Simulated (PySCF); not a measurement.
# Working out the excitation energy of Xe

Xe [Xe] (1S) → Xe [Kr] 4d10 5s1 5p6 5d1 (3D). All numbers are calculated (PySCF 2.14, scalar relativity through the core potential, in aug-cc-pwCVDZ-PP with ECP28MDF). Frozen: 4s2 4p6 4d10. Energies in hartree (1 hartree = 27.21139 eV):

```json
{"part": "UHF", "Xe (lower)": "-328.291724", "Xe (upper)": "-327.322126"}
{"part": "CCSD correlation", "Xe (lower)": "-0.125311", "Xe (upper)": "-0.228931"}
{"part": "(T)", "Xe (lower)": "-0.002267", "Xe (upper)": "-0.021901"}
```

**Question.** What does Hartree-Fock give?

**Answer.** (-327.322126) − (-328.291724) = 0.969598 hartree = 26.384 eV.

**Question.** What do CCSD and CCSD(T) give?

**Answer.** The CCSD correlation energies differ by -0.103620 hartree = -2.820 eV and the triples by -0.019634 hartree = -0.534 eV, so CCSD gives 23.564 eV and CCSD(T) 23.030 eV.

The upper state lies above the first ionisation limit, where it may autoionise and the basis confines it.

A double-zeta basis recovers only part of the correlation energy.

The coupled-cluster amplitudes are large, so a single reference is strained.
